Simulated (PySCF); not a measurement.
Compound: C3H8OSi.
Atom-mapped SMILES: `[SiH3:1][O:2][CH:3]1[CH2:4][CH2:5]1` (hydrogens: H6, H7, H8 on Si1; H9 on C3; H10, H11 on C4; H12, H13 on C5)

The same species was optimised twice, with GFN2-xTB and with PBE0-D3(BJ)/def2-SVP (PySCF), and the same property calculations (PySCF, gas phase) were run on both structures.

```
      coordinate  GFN2-xTB  PBE0-D3(BJ)/def2-SVP  change
      Si1–O2 (Å)     1.621                 1.671  +0.050
      Si1–H6 (Å)     1.453                 1.487  +0.034
      Si1–H8 (Å)     1.466                 1.497  +0.031
      Si1–H7 (Å)     1.466                 1.496  +0.030
      C5–H13 (Å)     1.079                 1.093  +0.014
      C5–H12 (Å)     1.079                 1.093  +0.014
      C4–H10 (Å)     1.079                 1.093  +0.014
      C4–H11 (Å)     1.079                 1.093  +0.014
       C3–H9 (Å)     1.086                 1.099  +0.013
       O2–C3 (Å)     1.379                 1.389  +0.010
       C3–C4 (Å)     1.495                 1.489  -0.006
       C4–C5 (Å)     1.503                 1.508  +0.005
       C3–C5 (Å)     1.497                 1.499  +0.002
   Si1–O2–C3 (°)     130.4                 121.6    -8.8
   O2–Si1–H6 (°)      99.0                 106.2    +7.2
   H6–Si1–H8 (°)     113.6                 110.2    -3.4
   H6–Si1–H7 (°)     113.4                 110.1    -3.3
    O2–C3–H9 (°)     112.9                 114.2    +1.3
   C3–C4–H10 (°)     117.0                 115.7    -1.3
    C4–C3–H9 (°)     118.5                 117.5    -1.0
    O2–C3–C4 (°)     118.1                 117.4    -0.7
Si1–O2–C3–C4 (°)      -143                  -151      -8
```

Rotational constants: A = 12287, B = 2167, C = 2024 MHz (GFN2-xTB) against A = 11989, B = 2179, C = 2023 MHz (PBE0-D3(BJ)/def2-SVP). Point groups within 0.08 Å: C1 and C1.

On the GFN2-xTB structure: lowest singlet, TDDFT (eV) 6.68 [PBE0/def2-SVPD]; lowest triplet, Tamm–Dancoff (eV) 6.48 [PBE0/def2-SVPD]; isotropic polarisability (au) 63.6 [PBE0/def2-SVPD]; HOMO (eV) -7.62 [PBE0/def2-SVPD]; LUMO (eV) 0.32 [PBE0/def2-SVPD]; dipole (D) 1.02 [PBE0/def2-SVPD]; HOMO (eV) -7.57 [PBE0/pcSseg-1]; LUMO (eV) 0.55 [PBE0/pcSseg-1]; dipole (D) 1.05 [PBE0/pcSseg-1]; GIAO shielding of Si1 (ppm) 389.8 [PBE0/pcSseg-1]; GIAO shielding of O2 (ppm) 314.6 [PBE0/pcSseg-1]; GIAO shielding of C3 (ppm) 136.5 [PBE0/pcSseg-1]; GIAO shielding of C4/C5 (mean) (ppm) 179.0 [PBE0/pcSseg-1]; Si1s of Si1 (eV) 1847.04 [delta-SCF UKS SCAN, pcX-2 on the ionised atom, pcseg-1 elsewhere, spin-free X2C]; Si2p of Si1 (eV) 107.41 [delta-SCF UKS SCAN, pcX-2 on the ionised atom, pcseg-1 elsewhere, spin-free X2C]; O1s of O2 (eV) 538.05 [delta-SCF UKS SCAN, pcX-2 on the ionised atom, pcseg-1 elsewhere, spin-free X2C]; C1s of C3 (eV) 292.25 [delta-SCF UKS SCAN, pcX-2 on the ionised atom, pcseg-1 elsewhere, spin-free X2C]; C1s of C4 (eV) 290.60 [delta-SCF UKS SCAN, pcX-2 on the ionised atom, pcseg-1 elsewhere, spin-free X2C].

Task: What do these properties become on the PBE0-D3(BJ)/def2-SVP structure?

Result: 
```csv
property,level,on GFN2-xTB,on PBE0-D3(BJ)/def2-SVP,change
"lowest singlet, TDDFT (eV)",PBE0/def2-SVPD,6.68,6.66,-0.02
"lowest triplet, Tamm–Dancoff (eV)",PBE0/def2-SVPD,6.48,6.43,-0.05
isotropic polarisability (au),PBE0/def2-SVPD,63.6,65.4,+1.8
HOMO (eV),PBE0/def2-SVPD,-7.62,-7.64,-0.02
LUMO (eV),PBE0/def2-SVPD,0.32,0.31,-0.01
dipole (D),PBE0/def2-SVPD,1.02,1.01,-0.01
"energy, GFN2-xTB geometry as zero (kcal/mol)",PBE0/def2-SVPD,0.0,-3.5,-3.5
HOMO (eV),PBE0/pcSseg-1,-7.57,-7.60,-0.03
LUMO (eV),PBE0/pcSseg-1,0.55,0.57,+0.02
dipole (D),PBE0/pcSseg-1,1.05,1.06,+0.01
"energy, GFN2-xTB geometry as zero (kcal/mol)",PBE0/pcSseg-1,0.0,-2.8,-2.8
GIAO shielding of Si1 (ppm),PBE0/pcSseg-1,389.8,384.2,-5.6
GIAO shielding of O2 (ppm),PBE0/pcSseg-1,314.6,305.9,-8.7
GIAO shielding of C3 (ppm),PBE0/pcSseg-1,136.5,134.3,-2.2
GIAO shielding of C4/C5 (mean) (ppm),PBE0/pcSseg-1,179.0,176.2,-2.8
Si1s of Si1 (eV),"delta-SCF UKS SCAN, pcX-2 on the ionised atom, pcseg-1 elsewhere, spin-free X2C",1847.04,1847.29,+0.25
Si2p of Si1 (eV),"delta-SCF UKS SCAN, pcX-2 on the ionised atom, pcseg-1 elsewhere, spin-free X2C",107.41,107.62,+0.21
O1s of O2 (eV),"delta-SCF UKS SCAN, pcX-2 on the ionised atom, pcseg-1 elsewhere, spin-free X2C",538.05,538.07,+0.02
C1s of C3 (eV),"delta-SCF UKS SCAN, pcX-2 on the ionised atom, pcseg-1 elsewhere, spin-free X2C",292.25,292.24,-0.01
C1s of C4 (eV),"delta-SCF UKS SCAN, pcX-2 on the ionised atom, pcseg-1 elsewhere, spin-free X2C",290.60,290.66,+0.06
```

The heavy atoms differ by 0.068 Å rms after alignment. Among all bonds Si1–O2 changes most (+0.050 Å). Changes are differences of the printed values. Neither structure is proved a minimum here.

Shape of the structure used: `[SiH3:1][O:2][CH:3]1[CH2:4][CH2:5]1`: Si1–O2–C3–C4 -151°.
